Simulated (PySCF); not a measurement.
C5H7F3O: full NMR table

| Property | Result |
| --- | --- |
| Formula | C5H7F3O |
| SMILES | C=C[C@](C)(F)OC(F)F |
| InChI | InChI=1S/C5H7F3O/c1-3-5(2,8)9-4(6)7/h3-4H,1H2,2H3/t5-/m1/s1 |
| Point group of the computed structure | C1 |
| Degrees of unsaturation | 1 |
| Carbon signals | 5 |
| Proton signals | 5 |

Atoms are numbered as in `[CH2:1]=[CH:2][C@:3]([CH3:4])([F:5])[O:6][CH:7]([F:8])[F:9]`. Hydrogens are named by the atom that carries them. Ha(C1) is cis to C3; Hb(C1) is trans to C3.

PySCF 2.14 calculation with σ from GIAO-PBE0/pcSseg-1, J: B3LYP/pcJ-1 (spin–dipole term only in couplings to heteroatoms) and geometry from PBE0-D3(BJ)/def2-SVP; equivalent nuclei averaged, single conformer, no solvent, non-relativistic.

δ = σ(ref) − σ, references computed at the same level: ¹H (31.27 ppm), ¹³C (184.41 ppm) vs TMS; ¹⁹F (177.25 ppm) against CFCl3; H2O for ¹⁷O (334.56 ppm).

```tsv
carbon	δC, type	δH (multiplicity, J in Hz)	HMBC from (abs. J ≥ 3 Hz)	span of the C tensor (ppm)
C1	129.3, CH2	Ha(C1) 6.08 (m); Hb(C1) 5.76 (m)	–	232
C2	146.1, CH	6.15 (m)	–	214
C3	114.7, C	–	H(C7), H(C2), Ha(C1), Hb(C1), H(C4)	34
C4	28.9, CH3	1.59 (d, 18.2)	–	46
C7	119.5, CH	6.20 (td, 77.5, 2.0)	–	35
```

Other nuclei:
```tsv
atoms	nucleus	environment	δ (ppm)	σ (ppm)
F8	¹⁹F	fluorine of a CF2 group	-94.1	271.4
F9	¹⁹F	fluorine of a CF2 group	-96.5	273.8
F5	¹⁹F	fluorine on an sp3 carbon	-124.0	301.2
O6	¹⁷O	ether oxygen	167.4	167.2
```

Selected couplings (Hz, signed; the shortest-range and largest first, 30 at most; isotopes ¹³C, ¹⁹F, ¹H): ¹J(C7,F9) -318.7, ¹J(C7,F8) -311.2, ¹J(C3,F5) -270.4, ¹J(C7,H(C7)) 218.8, ¹J(C1,Ha(C1)) 170.8, ¹J(C1,Hb(C1)) 170.4, ¹J(C2,H(C2)) 168.2, ¹J(C4,H(C4)) 137.1, ²J(F8,F9) 114.2, ²J(F8,H(C7)) 77.8, ²J(F9,H(C7)) 77.3, ²J(C2,F5) 39.1, ²J(C4,F5) 26.6, ²J(Ha(C1),Hb(C1)) 1.0, ³J(Ha(C1),H(C2)) 19.1, ³J(F5,H(C4)) 18.2, ³J(Hb(C1),H(C2)) 12.5, ³J(C1,F5) 8.4, ³J(F5,H(C2)) 6.6, ³J(F5,C7) 5.8, ³J(C3,F8) 5.4, ³J(C3,F9) 1.0, ⁴J(F5,F8) 4.0, ⁴J(F5,Ha(C1)) -3.9, ⁴J(F5,H(C7)) 2.0, ⁴J(C4,F8) 1.2, ⁴J(C2,F9) 1.1, ⁴J(C2,F8) 1.1.

1. Carbon types of the structure: 1 × C, 2 × CH, 1 × CH2, 1 × CH3, which accounts for all hydrogens.
2. δC 146.1: alkene CH; as expected for a trigonal carbon in a double bond.
3. δC 129.3: terminal =CH2 carbon; an sp2 carbon of a C=C bond.
4. δC 119.5: sp3 CH bonded to 2 F and O; 3 electronegative neighbours deshield it.
5. δC 114.7: allylic fully substituted sp3 carbon bonded to F and O; 2 electronegative neighbours deshield it.
6. δC 28.9: methyl carbon; saturated and bonded to C and H only.

C–F couplings over four or more bonds (about 3 Hz to the para carbon of a fluoroarene) are left out. Common functionals overestimate the size of one-bond C–F couplings by tens of Hz; these are unscaled. Multiplet labels drop couplings under 1 Hz and merge nearly equal ones. Unscaled 3J(H,H) at this level run about 10 % above measured values. Shifts are as computed. Against solution values, carbons near 30 ppm lie about +2 ppm off and those near 130 ppm about +5 ppm. Of 1309 compounds with measured shifts, 239 miss one by over three times the rms of a fit or turn the order of signals round; such compounds aren't used in these exercises. Unscaled 19F shifts against computed CFCl3 carry errors that often reach 10 to 50 ppm. Experimental scales use liquid or dissolved standards, which lie at an offset from isolated H2O (liquid H2O: subtract about 36 ppm). Vicinal couplings across rotatable single bonds and in flexible rings belong to the one computed conformer; a conformer average would change them.
